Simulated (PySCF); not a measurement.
Ionisation energy of Te⁴⁹⁺ by level of theory

Te⁴⁹⁺ [He] 2s1 [2s1/2^1, M_J = 1/2] → Te⁵⁰⁺ 1s2, as a difference of total energies. Calculation: PySCF 2.14, in an even-tempered Gaussian basis (17 s from 28 bohr⁻², ratio 2.4; 12 p from 37 bohr⁻², ratio 2.4; 5 d from 110 bohr⁻², ratio 2.6; 4 f from 170 bohr⁻², ratio 2.6); the two-component X2C-1e Hamiltonian. Correlated levels: nothing frozen; the 32 highest virtual spinors dropped. "Screened" scales the spin-orbit matrix elements by Boettger's factors to mimic the two-electron term; Breit and QED terms are absent.

| method | ionisation energy (eV) | difference from reference (eV) |
| --- | --- | --- |
| GHF (screened spin-orbit) | 9048.3 | +7.5 |
| GMP2 (screened spin-orbit) | 9048.5 | +7.7 |

Reference: 9040.8 eV (theoretical estimate listed by NIST; NIST Atomic Spectra Database, ionization energies).

For this ion Breit and QED terms and the two-electron picture change, all absent here, outweigh the correlation shift from GHF to GMP2.
